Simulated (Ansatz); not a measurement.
## Nudged elastic band run: CH3NOSSi

input.yaml

```yaml
crystal:
  periodic: [false, false, false]
  atoms:
    - { symbol: "N", position_ang: [-0.648074, 2.653657, 0.759939] }
    - { symbol: C, position_ang: [0.244133, 1.892875, 0.602194] }
    - { symbol: S, position_ang: [1.530729, 0.793935, 0.355569] }
    - { symbol: Si, position_ang: [0.253314, -0.978773, 0.017265] }
    - { symbol: O, position_ang: [-0.57341, -0.958153, -1.433407] }
    - { symbol: H, position_ang: [-0.653796, -1.059892, 1.204222] }
    - { symbol: H, position_ang: [1.247281, -2.085326, -0.072852] }
    - { symbol: H, position_ang: [-1.308079, -0.315323, -1.48863] }
basis:
  gaussian: { orbitals: "6-31G*" }
hamiltonian:
  xc: revpbe
neb:
  order_check: false
  images: 9
  f_tol: 0.03
  max_iterations: 35
  initial_path: idpp
  final_atoms:
    - { symbol: "N", position_ang: [-0.51158715, 2.81381016, 1.06181998] }
    - { symbol: C, position_ang: [0.2568844, 1.99215712, 0.69872777] }
    - { symbol: S, position_ang: [1.41575229, 0.84738854, 0.17769082] }
    - { symbol: Si, position_ang: [0.12842228, -0.9401816, 0.05041569] }
    - { symbol: O, position_ang: [-1.04423628, -0.88773173, -1.13777511] }
    - { symbol: H, position_ang: [-0.61412112, -1.09116804, 1.32954749] }
    - { symbol: H, position_ang: [1.18462382, -1.97980409, -0.17831512] }
    - { symbol: H, position_ang: [-0.72364024, -0.81147035, -2.05781153] }
```

Command:

```bash
$ ansatz run input.yaml --threads 1 --pin off --max-ram 2048MiB --backend cpu --events-out ev --progress --plain --runs-dir out
```

Output, in part (warnings, iteration lines, the closing report on the highest movable image, with atoms numbered from 0):

```
NEB end point (image 0): max|allowed force component| = 1.084e-2 eV/Å (the criterion of neb.relax_end_points is 1.000e-2)
NEB end point (image 10): max|allowed force component| = 1.189e-2 eV/Å (the criterion of neb.relax_end_points is 1.000e-2)
NEB iter   1: max|band force component| = 5.542e-1 eV/Å  barrier→ = 0.1348 eV  barrier← = 0.1136 eV  Δτ_max = 0.1481 Å  (307 SCF iters)
NEB iter   2: max|band force component| = 2.592e-1 eV/Å  barrier→ = 0.0893 eV  barrier← = 0.0681 eV  CI = image 5  Δτ_max = 0.0409 Å  (277 SCF iters)
NEB iter   3: max|band force component| = 1.644e-1 eV/Å  barrier→ = 0.0811 eV  barrier← = 0.0599 eV  CI = image 5  Δτ_max = 0.0192 Å  (273 SCF iters)
NEB iter   4: max|band force component| = 1.328e-1 eV/Å  barrier→ = 0.0794 eV  barrier← = 0.0582 eV  CI = image 5  Δτ_max = 0.0505 Å  (276 SCF iters)
NEB iter   5: max|band force component| = 9.086e-2 eV/Å  barrier→ = 0.0764 eV  barrier← = 0.0552 eV  CI = image 5  Δτ_max = 0.0196 Å  (272 SCF iters)
NEB iter   6: max|band force component| = 6.676e-2 eV/Å  barrier→ = 0.0752 eV  barrier← = 0.0540 eV  CI = image 5  Δτ_max = 0.0156 Å  (271 SCF iters)
NEB iter   7: max|band force component| = 3.192e-2 eV/Å  barrier→ = 0.0748 eV  barrier← = 0.0536 eV  CI = image 5  Δτ_max = 0.0061 Å  (267 SCF iters)
NEB iter   8: max|band force component| = 9.815e-3 eV/Å  barrier→ = 0.0748 eV  barrier← = 0.0536 eV  CI = image 5  Δτ_max = 0.0000 Å  (488 SCF iters)
Total energy: -23330.55310268 eV, -857.3820125064 hartree
Atom 0 at    -0.731155     2.662707     0.949976 Å, force     0.001662     0.000370    -0.000458 eV/Å
Atom 1 at     0.126207     1.904109     0.653835 Å, force    -0.007821     0.004213     0.003785 eV/Å
Atom 2 at     1.394224     0.846086     0.208599 Å, force     0.004492    -0.006010    -0.003533 eV/Å
Atom 3 at     0.220444    -1.015841     0.033839 Å, force     0.002747     0.002385     0.002766 eV/Å
Atom 4 at    -0.829438    -1.017073    -1.264349 Å, force     0.000431     0.000429    -0.000707 eV/Å
Atom 5 at    -0.531404    -1.209730     1.308140 Å, force     0.000252    -0.000365    -0.000925 eV/Å
Atom 6 at     1.315763    -2.019892    -0.139230 Å, force    -0.001035    -0.000500     0.000161 eV/Å
Atom 7 at    -0.872544    -0.207368    -1.806510 Å, force    -0.000727    -0.000522    -0.001088 eV/Å
Dipole moment:     0.274089    -0.488832    -0.286206 e Å
```

The forces met the threshold. A vibrational analysis at the climbing image gives one clearly imaginary mode, 311i cm⁻¹: a first-order saddle point.

Final band (atoms are numbered from 1 in the order of the input):

```
image  path coordinate (Å)  energy (kcal/mol)  dihedral S3–Si4–O5–H8 (°)
    0                 0.00                0.0                        -72
    1                 0.16                0.1                        -63
    2                 0.32                0.4                        -50
    3                 0.48                1.0                        -36
    4                 0.64                1.5                        -20
    5                 0.80                1.7                         -3
    6                 0.99                1.5                         17
    7                 1.17                1.0                         36
    8                 1.36                0.6                         50
    9                 1.54                0.5                         58
   10                 1.73                0.5                         61
```

Time of the run: 3.8 min on 1 thread of Arm Neoverse V2 (shared host), peak memory 0.13 GiB.
